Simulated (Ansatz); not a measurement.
C2H4InN (`C#[C][InH][NH2]`) from Hartree–Fock to CCSD(T)

```xyz
8

C     2.5653    0.0761   -0.5687
C     1.3871   -0.1850   -0.4912
In   -0.6437   -0.6561   -0.3717
N    -1.6445    0.5623    0.8527
H     3.6038    0.3086   -0.6353
H    -1.4306   -1.9168   -1.1958
H    -1.2094    1.3145    1.3594
H    -2.6281    0.4964    1.0507
```

Total charge 0; spin multiplicity 1. Correlated methods include outer-core shells of In, which these sets cover unevenly. In takes the def2 core potential. All single points use the PBE0-D4/def2-TZVP geometry. It is one conformer, not always the lowest. Frozen core, restricted reference, the Gaussian-basis code of Ansatz.

```json
{"basis": "def2-SVP", "HF (Eh)": "-321.54247", "MP2 corr.": "-0.51127"}
{"basis": "def2-TZVPP", "HF (Eh)": "-321.71234", "MP2 corr.": "-0.80668"}
{"basis": "def2-QZVPP", "HF (Eh)": "-321.71989", "MP2 corr.": "-1.02906"}
```

(1) Estimate the CCSD correlation energy and the (T) correction in each basis where they were run (hartree).

## Answers

(1) 
| basis | CCSD corr. | (T) |
| --- | --- | --- |
| def2-SVP | -0.54275 | -0.02063 |
| def2-TZVPP | -0.81878 | -0.03499 |
